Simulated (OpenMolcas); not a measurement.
# Bi I: thermal populations, worked from levels

```yaml
Program: OpenMolcas 26.06
Basis: ANO-RCC-VTZP [8s7p5d3f2g]
Scalar_Hamiltonian: DKH2, point nucleus
Active_space: 3 electrons in 3 orbitals (6p)
State_averaging: 2S+1 = 4 odd, 1 root; 2S+1 = 2 odd, 8 roots
Spin-orbit_coupling: state interaction with AMFI integrals over the reference wave functions, term energies averaged over their components
```

Methods: CASSCF; SS-CASPT2, IPEA 0.25 Eh, imaginary shift 0.1 Eh (closed shells correlated: 5d 6s). Measured levels: NIST Handbook of Basic Atomic Spectroscopic Data.

**Thermal populations.** Z = Σ (2J + 1) exp(-E/kT) with k = 0.695035 cm-1/K, over the levels below. No other level of either list lies under 30400 cm-1, which is above 7 kT at each temperature.

```tsv
Level	2J + 1	SS-CASPT2	measured
6s² 6p³ ⁴S°_3/2 [69 %]	4	0.0	0.0
6s² 6p³ ²D°_3/2 [66 %]	4	10770	11419
6s² 6p³ ²D°_5/2	6	14700	15438
6s² 6p³ ²P°_1/2	2	21700	21661
```

```
T (K)  Z, SS-CASPT2  Z, measured levels  Ground level (%), SS-CASPT2  Ground level (%), measured levels
 5000         4.272               4.224                         93.6                               94.7
```

At 5000 K, kT = 3475 cm-1, and the computed levels give Z = 4.000 + 0.180 + 0.087 + 0.004 = 4.272.

CASPT2 breaks the degeneracy within a term, and the mean is taken; among the terms shown or strongly mixed into the levels shown the widest spread is 240 cm-1 (6s² 6p³ ²D°, SS-CASPT2). Spin-orbit splittings of 6p shells tend to come out small when the coupling is added on scalar orbitals. With the s shell closed, the reference lacks s² → p² mixing. Measured partners are found by configuration, term and J. A level has none where our copy of the source lacks it or the pairing is in doubt (some pairs that miss far off the trend of their configuration count as doubtful), and it then counts in no deviation. Only configurations of the active space appear.

A share in square brackets marks a mixed level and gives the weight of the term that names it, the lowest over the columns. ° marks odd parity.
